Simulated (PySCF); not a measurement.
Delta-SCF ions had no search for a lower state. Excitations are Tamm–Dancoff values on a coarser integration grid. The basis has no diffuse functions, so Rydberg states are missing or too high.

Z-matrix (Å, degrees):
```
C
C 1 1.3447
H 2 1.0858 1 117.99
H 1 1.0863 2 118.11 3 179.99
C 1 1.4592 4 115.09 2 -180.00
C 5 1.3322 1 118.76 4 -0.04
H 6 1.0820 5 121.77 1 -180.00
H 6 1.0823 7 117.10 5 -179.99
C 5 1.4978 6 122.19 7 0.01
H 9 1.0880 5 110.94 6 0.07
H 9 1.0912 10 108.38 5 -122.06
H 9 1.0912 10 108.38 11 -115.88
B 2 1.5233 3 121.27 1 -179.99
H 13 1.1925 2 121.82 3 0.01
H 13 1.1942 14 119.08 2 -179.99
```
Charge 0, spin multiplicity 1.

Question: What HOMO, total energy, HOMO–LUMO gap, S1–T1 gap (TDA), S1 excitation (TDA), vertical ionisation energy (Delta-SCF), LUMO and dipole moment does CAM-B3LYP-D3(BJ)/def2-TZVP (PySCF) give?

Answer: 
HOMO: -8.43 eV
total energy: -220.6965 Ha
HOMO–LUMO gap: 7.28 eV
S1–T1 gap (TDA): 2.34 eV
S1 excitation (TDA): 5.19 eV
vertical ionisation energy (Delta-SCF): 9.12 eV
LUMO: -1.15 eV
dipole moment: 2.20 D
